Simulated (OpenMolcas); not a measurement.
## P+: effect of the basis set

```json
{"Program": "OpenMolcas", "Method": "MS-RASPT2, IPEA 0.25 Eh, imaginary shift 0.1 Eh (closed shells correlated: 2s 2p 3s)", "Active space": "2 electrons in 9 orbitals (RAS2 3p; RAS3 3d 4s, at most 1 electron)", "State averaging": "2S+1 = 3 even, 3 roots; 2S+1 = 1 even, 6 roots; 2S+1 = 3 odd, 18 roots; 2S+1 = 1 odd, 18 roots", "Spin-orbit coupling": "RASSI with atomic mean-field integrals over the reference wave functions, term energies averaged over their components"}
```

A. ANO-RCC-VQZP [6s5p3d2f1g], DKH2, point nucleus; CASPT2 step about 20 core-seconds
B. ANO-R3 [6s5p4d2f1g], X2C, finite nucleus; CASPT2 step about 40 core-seconds
C. ANO-RCC [8s7p5d4f2g], DKH2, point nucleus; CASPT2 step about 40 core-seconds

Energies in cm⁻¹ above 3s² 3p² ³P₀, the measured ground level; measured values from NIST Handbook of Basic Atomic Spectroscopic Data.

```csv
Level,A,B,C,Measured
3s² 3p² ³P₀,0.0,0.0,0.0,0.0
3s² 3p² ³P₁,145,147,146,165
3s² 3p² ³P₂,418,424,422,469
3s² 3p² ¹D₂,8670,8800,8600,8882
3s² 3p² ¹S₀,26160,26420,25920,21576
3s² 3p 3d ¹D°₂,83580,85380,85350,
3s² 3p 3d ³F°₂,86320,92200,86120,
3s² 3p 3d ³F°₃,86460,92340,86240,
3s² 3p 3d ³F°₄,86670,92550,86460,
3s² 3p 4s ³P°₀,86790,85860,85650,86598
3s² 3p 4s ³P°₁,86920,85980,85780,86744
3s² 3p 4s ³P°₂,87230,86300,86100,87125
3s² 3p 4s ¹P°₁,89280,88020,87680,88893
3s² 3p 3d ³D°₁,93260,101180,92330,
3s² 3p 3d ³D°₃,93450,101300,92500,
3s² 3p 3d ³P°₁,93620,99860,92950,
3s² 3p 3d ³P°₀,93640,99940,92990,
3s² 3p 3d ¹P°₁,105910,118850,103340,
3s² 3p 3d ¹F°₃,108860,125590,105050,
```

Deviations, from unrounded energies. A percentage is the sum of absolute deviations over the sum of measured energies, with the sign that they share, or ± where signs differ.

| Against measurement | Levels | A | B | C |
| --- | --- | --- | --- | --- |
| mean absolute deviation (cm-1) | 8 | 710 | 1000 | 1100 |
| fine structure of the ground term (%) | 2 | -11.2 | -10.1 | -10.4 |
| other terms of the ground configuration (%) | 2 | ±15.8 | ±16.2 | ±15.2 |
| other configurations (%) | 4 | +0.2 | -0.9 | -1.2 |

A lies closest to measurement on these levels and C furthest from it. The largest miss of A in the table is 3s² 3p² ¹S₀, by +4600 cm-1. The ranking rests on the paired levels alone, and a cruder setting can come out closer through cancelling errors.

Among A to C the level of the table that moves most is 3s² 3p 3d ¹F°₃, by 21000 cm-1 (lowest in C, highest in B). Moves below CASPT2's spread within the term are not significant.

CASPT2 does not keep the components of a term degenerate, so their means are used; among the terms shown or strongly mixed into the levels shown the widest spread is 230 cm-1 (3s² 3p 3d ¹F°, C). Over all roots computed the reference weight is 0.91 to 0.97 in A, 0.88 to 0.96 in B, 0.90 to 0.96 in C; the roots of lowest weight are the least certain, and an intruder state may touch them. ANO sets are built for valence states and can reach diffuse excited orbitals poorly, and with the s shell closed the s pⁿ⁺¹ terms that mix with these levels are absent. With the s shell closed, the reference lacks s² → p² mixing. Some terms miss by over 15 % even with CASPT2, which points to a basis or an active space too small for the shells correlated. Measured partners are found by configuration, term and J. A level has none where our copy of the source lacks it or the pairing is in doubt (some pairs that miss far off the trend of their configuration count as doubtful), and it then counts in no deviation. Only configurations of the active space appear. The table leaves out levels that lie high or whose names do not pair safely across all columns.

° marks odd parity.
